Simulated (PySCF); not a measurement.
Ligands exchanged one at a time, Al Br-NH2. All species are isolated molecules in the gas phase. Strings in code marks are SMILES.

The S1 excitation (TDA) from two functionals at the same geometries (B3LYP-D3(BJ)/def2-TZVP), both in PySCF: PBE-D3(BJ)/def2-TZVP and B3LYP-D3(BJ)/def2-TZVP. B3LYP has the VWN-RPA correlation part, as in Gaussian. Excitations are Tamm–Dancoff values on a coarser integration grid. The basis has no diffuse functions, so Rydberg states are missing or too high.

```json
[
 {"species": "0 of 3 Br replaced by NH2 (`[Br][Al]([Br])[Br]`)", "B3LYP-D3(BJ)/def2-TZVP (eV)": "5.49"},
 {"species": "1 of 3 Br replaced by NH2", "B3LYP-D3(BJ)/def2-TZVP (eV)": "5.54"},
 {"species": "2 of 3 Br replaced by NH2", "B3LYP-D3(BJ)/def2-TZVP (eV)": "5.44"},
 {"species": "3 of 3 Br replaced by NH2 (`[NH2][Al]([NH2])[NH2]`)", "B3LYP-D3(BJ)/def2-TZVP (eV)": "5.39"}
]
```

Question: What does PBE-D3(BJ)/def2-TZVP give for each?

Answer: 
- 0 of 3 Br replaced by NH2 (`[Br][Al]([Br])[Br]`): 5.04
- 1 of 3 Br replaced by NH2: 5.01
- 2 of 3 Br replaced by NH2: 4.93
- 3 of 3 Br replaced by NH2 (`[NH2][Al]([NH2])[NH2]`): 4.85
Over these rows, drawn at random from the members with no instability flagged (it was tested for open shells, ions and some series alone), PBE minus B3LYP-D3(BJ): mean -0.51 eV, from -0.54 eV to -0.45 eV.
